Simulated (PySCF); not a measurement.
Predicted microwave data (PBE0/pcSseg-1 in PySCF (dipole) on a GFN2-xTB geometry, gas phase) for one isomer of C7H10N2:

```
Rotational constants : A = 1875, B = 1662, C = 1106 MHz
Dipole components    : |μa| = 4.52 D, |μb| = 0.00 D, |μc| = 1.46 D
Inertial defect      : -116.74 u·Å²
κ                    : 0.45
```

Task: Which candidate fits, each taken in the one conformer that was computed?
A. tert-butylmalononitrile (`CC(C)(C)C(C#N)C#N`)
B. `[CH3:1][NH:2][NH:3][c:4]1[cH:5][cH:6][cH:7][cH:8][cH:9]1` with C1–N2–N3–C4 -94°, N2–N3–C4–C5 17°
C. `[CH2:1]=[C:2]([CH2:3][CH2:4][CH3:5])/[N:6]=[CH:7]/[C:8]#[N:9]` with C1–C2–C3–C4 -104°, C2–C3–C4–C5 -178°, C1–C2–N6–C7 -45°
D. `CN(C)C1=CC=CC=N1`
E. `[CH3:1][N:2]([NH2:3])[c:4]1[cH:5][cH:6][cH:7][cH:8][cH:9]1` with C1–N2–N3–H 132° and -108°, C1–N2–C4–C5 -13° (1-methyl-1-phenylhydrazine)

Result: A. It is CC(C)(C)C(C#N)C#N, an asymmetric top, point group Cs. The candidates at the same level (rigid rotor, commonest isotopes):

```
           SMILES  A (MHz)  B (MHz)  C (MHz)  μa (D)  μb (D)  μc (D)  Δ (u·Å²)  point group                        rotor
    CN(N)c1ccccc1     3590     1233    929.8    0.67    0.43    0.27     -7.15           C1               asymmetric top
      CNNc1ccccc1     4181     1022    858.0    0.72    0.19    0.17    -26.51           C1  near-prolate asymmetric top
 C=C(CCC)/N=C/C#N     2927    754.1    625.5    2.83    2.89    0.82    -34.89           C1               asymmetric top
    CN(C)c1ccccn1     3620     1287    960.7    1.26    1.55    0.00     -6.38           Cs               asymmetric top
CC(C)(C)C(C#N)C#N     1875     1662     1106    4.52    0.00    1.46   -116.74           Cs               asymmetric top
```

`CN(N)c1ccccc1` has A 91 % too high; `CNNc1ccccc1` has A 123 % too high; `C=C(CCC)/N=C/C#N` has A 56 % too high; `CN(C)c1ccccn1` has A 93 % too high. In the right answer the mirror of this Cs structure is the ac plane, so μb vanishes by symmetry. No structure here is proved a minimum.
